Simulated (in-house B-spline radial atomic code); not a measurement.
Values are calculated unless marked as measured or tabulated.
C6 from the polarisability at imaginary frequency: the boron ion B⁺

LDA exchange-only linear response of the closed shell [He] 2s2, from an all-electron radial atomic-structure program (B-spline basis); scalar-relativistic (spin-free one-electron X2C), finite nucleus, no spin-orbit coupling.

The dispersion coefficient of two like species is C6 = (3/π) ∫ α(iu)² du from 0 to ∞.

```json
{"u (hartree)": "0", "α(iu) (bohr³)": "10.94"}
{"u (hartree)": "0.0849", "α(iu) (bohr³)": "10.23"}
{"u (hartree)": "0.198", "α(iu) (bohr³)": "7.985"}
{"u (hartree)": "0.339", "α(iu) (bohr³)": "5.331"}
{"u (hartree)": "0.566", "α(iu) (bohr³)": "2.907"}
{"u (hartree)": "0.849", "α(iu) (bohr³)": "1.613"}
{"u (hartree)": "1.27", "α(iu) (bohr³)": "0.8524"}
{"u (hartree)": "1.98", "α(iu) (bohr³)": "0.4093"}
{"u (hartree)": "2.83", "α(iu) (bohr³)": "0.2251"}
{"u (hartree)": "4.24", "α(iu) (bohr³)": "0.115"}
{"u (hartree)": "7.07", "α(iu) (bohr³)": "0.04982"}
{"u (hartree)": "14.1", "α(iu) (bohr³)": "0.01572"}
```

Fit one oscillator, α(iu) = α(0)/(1 + u²/ω²), through u = 0.339 and estimate C6.

From α(0)/α(iu) − 1 = 10.94/5.331 − 1 = 1.0521, ω = u/√1.0521 = 0.3305 hartree (9.0 eV). London's formula gives C6 = (3/4) α(0)² ω = 0.75 × 10.94² × 0.3305 = 29.67 hartree·bohr⁶, and the oscillator holds f = α(0) ω² = 1.19 electrons, of a sum of oscillator strengths of 4.0.

How does that compare with the full integral?

The program's quadrature over all excitations gives C6 = 30.07, so the single oscillator is off by -1.3 %. At the last point the fit gives α = 0.00601 against 0.0157: higher excitations, and deeper shells where there are any, keep the true curve higher at large u.
